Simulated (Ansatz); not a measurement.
Cost and result up the ladder for Pt4 (4 atoms). The state is a singlet with charge 0. Geometry: PBE0-D4/def2-SVP.

Cartesian coordinates in Å:
```
Pt 0.949 -0.815 -0.096
Pt -0.940 0.567 0.608
Pt -1.372 -1.387 -0.962
Pt 1.363 1.635 0.450
```

Ansatz on 4 threads of Arm Neoverse V2 on a shared host. Times are rough, and most runs start from the orbitals of an earlier one. No level here is sound enough to serve as a yardstick. Binding counts from free atoms at the same level (Pt triplet; other spins of the atoms weren't run), without zero-point energy or a counterpoise term.

In the def2 sets Pt takes a core potential; there is no spin–orbit coupling. No other spin state of charge 0 was run. Another isomer (singlet) lies 0.41 eV lower at PBE0-D4/def2-TZVP; other spin states weren't run for this one.

Run but left out: CCSD(T)/def2-SVP (restricted singlet, unstable towards broken spin symmetry).

| level | functions | binding energy per atom (eV) | remarks |
| --- | --- | --- | --- |
| CAM-B3LYP-D4/def2-TZVP | 160 | 1.79 | restricted SCF unstable in HF |
| PBE-D4/def2-TZVP (with forces) | 160 | 2.62 | restricted SCF unstable in HF |
| PBE0-D4/def2-TZVP | 160 | 2.07 | restricted SCF unstable in HF |
| r2SCAN0-D4/def2-TZVP | 160 | 1.95 | restricted SCF unstable in HF |
| r2SCAN-D4/def2-TZVP | 160 | 2.48 | restricted SCF unstable in HF |

(1) Estimate how long each takes.

Answers

(1) PBE-D4/def2-TZVP (with forces) 3.1 s; PBE0-D4/def2-TZVP 4 s; r2SCAN-D4/def2-TZVP 6 s; CAM-B3LYP-D4/def2-TZVP 11 s; r2SCAN0-D4/def2-TZVP 12 s. On shared hardware such times vary by a factor of up to 3.
